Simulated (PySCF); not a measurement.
## Checking a proposed structure

A compound C₅H₄F₂N₂ gives the data below (simulated from a calculation) and was assigned the structure `Cc1nnc(F)cc1F`.

13C{1H} NMR (computed): δ 169.1 (C, t, J = 27.7 Hz), 164.0 (CH, 2C), 127.4 (CH), 121.9 (CH, t, J = 302.0 Hz).

1H NMR (300 MHz, computed): δ 9.19 (d, J = 5.4 Hz, 2H), 7.40 (t, J = 5.4 Hz, 1H), 7.08 (t, J = 59.6 Hz, 1H).

All values are calculated (PySCF 2.14.0 with density-fitted response routines): shieldings: GIAO PBE0/pcSseg-1, B3LYP/pcJ-1 coupling constants (spin–dipole term only in couplings to heteroatoms), GFN2-xTB geometry. A single conformation, fast rotation and ring inversion assumed for equivalent nuclei, gas phase, non-relativistic.

Scale: 1H (σ = 31.72 ppm) and 13C (σ = 186.93 ppm) against TMS (reference shieldings calculated alike).

Q: Compare with the shifts computed for the proposed structure, pairing carbons in order of shift.

A: Mapped SMILES: `[CH3:1][c:2]1[n:3][n:4][c:5]([F:6])[cH:7][c:8]1[F:9]`. Each H is labelled by its parent atom.

```tsv
atom	computed for proposal	given list	difference
C5	175.6	169.1	+6.5
C8	172.5	164.0	+8.5
C2	154.4	164.0	-9.6
C7	105.1	127.4	-22.3
C1	19.9	121.9	-102.0
```

The rms difference is 47.1 ppm and the largest -102.0 ppm at C1 (methyl carbon on an aromatic ring). The proposal also would give 5 carbon signals, not 4. The carbon types in order of shift don't match either: C, C, C, CH, CH3 for the proposal against C, CH, CH, CH, CH in the data. The proposal doesn't fit.

Q: Which isomer fits?

A: SMILES FC(F)c1ncccn1.

- Carbon types of the structure: 1 × C, 4 × CH, which accounts for all hydrogens.
- δC 164.0: aromatic CH next to a ring nitrogen; the adjacent pyridine-type nitrogen withdraws density from it.
- δC 127.4: aromatic CH; the aromatic region.
- δC 121.9: sp3 CH bonded to 2 F, on an aromatic ring; 2 electronegative neighbours deshield it.
- δH 9.19: hydrogen on an aromatic CH next to a ring nitrogen; ring current plus the neighbouring ring nitrogen.
- The protons at 9.19 and 7.40 share a coupling of 5.4 Hz (vicinal, an ortho-type coupling).

The data come from this structure; uniqueness wasn't tested.

C–F couplings over four or more bonds (about 3 Hz to the para carbon of a fluoroarene) are left out. Common functionals overestimate the size of one-bond C–F couplings by tens of Hz; these are unscaled. Splittings below 1 Hz are ignored in the labels, and close J values are merged. Unscaled 3J(H,H) at this level run about 10 % above measured values. Shifts are as computed. Against solution values, carbons near 30 ppm lie about +3 ppm off and those near 130 ppm about +5 ppm. Of 1211 compounds with measured shifts, 218 miss one by over three times the rms of a fit or turn the order of signals round; such compounds aren't used in these exercises.
